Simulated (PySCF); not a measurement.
**Zinc: a sound run and one with changed settings**

Sound run: Zn [Ar] 3d10 4s2, Zn⁺ [Ar] 3d10 4s1. Calculation: PySCF 2.14, in def2-TZVP (6s5p4d1f, 48 functions); no relativity, point nucleus. In the sound run the correlated levels freeze [Ar]. The sound run starts from symmetry-adapted Hartree-Fock orbitals and uses a fine grid where one is needed.

A second run was set up differently.

```json
{"species": "Zn", "method": "MP2", "sound run (hartree)": "-1778.21079", "changed run (hartree)": "-1777.82927", "converged": "yes"}
{"species": "Zn", "method": "CCSD(T)", "sound run (hartree)": "-1778.19127", "changed run (hartree)": "-1777.84034", "converged": "yes"}
```

Ionisation energy of Zn:

| method | sound run (eV) | changed run (eV) |
| --- | --- | --- |
| UHF | 7.636 | 7.636 |
| MP2 | 8.723 | 8.240 |
| SCS-MP2 | 8.760 | 8.361 |
| CCSD | 8.866 | 8.542 |
| CCSD(T) | 8.955 | 8.542 |
| CCSDT | n/a | 8.542 |
| FCI | n/a | 8.542 |

What was changed?
A. too few SCF iterations
B. level shift left on
C. a valence shell is frozen
D. basis contracted for another Hamiltonian

C. Freezing a valence shell removes pair correlation that changes on ionisation.
